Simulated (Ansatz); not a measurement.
Reaction (formal exchange of groups at the Si–C bond): `[SiH3]C[SiH2][SbH2]` + `CC` → `CC[SiH2][SbH2]` + `C[SiH3]`

Isolated molecules relaxed with PBE0-D4/def2-TZVP in Ansatz; ΔE leaves out vibrations. CCSD(T)/CBS is the MP2 limit (def2-TZVPP, def2-QZVPP) plus CCSD(T) − MP2 in def2-TZVPP, frozen cores. This one scheme is used for every species. Functionals use def2-TZVPP. def2 core potentials past Kr. For Sb outer-core shells are correlated without core-valence functions, which leaves a few kJ/mol of doubt a bond. One conformer a species, not always the lowest.

```
             level  ΔE (kJ/mol)
            PBE-D4         11.9
CCSD(T)/def2-TZVPP         12.4
```

What does CCSD(T)/CBS give? (An estimate is asked.)

The calculation gave: +12.8 kJ/mol. The listed levels differ from it by -0.9, -0.4 kJ/mol.

Largest T1 diagnostic among the species: 0.013.

The D4 term adds +4.2 kJ/mol with B3LYP and +2.3 kJ/mol with PBE0; it sums over pairs of atoms, weighted by their polarisabilities, and B3LYP, whose exchange is more repulsive, gets the larger term.

CCSD(T)/CBS has its own doubt, a few kJ/mol and more with outer-core shells, so smaller differences from it don't rank the levels.

B3LYP here is the variant with VWN-RPA as its local correlation; programs differ in this.
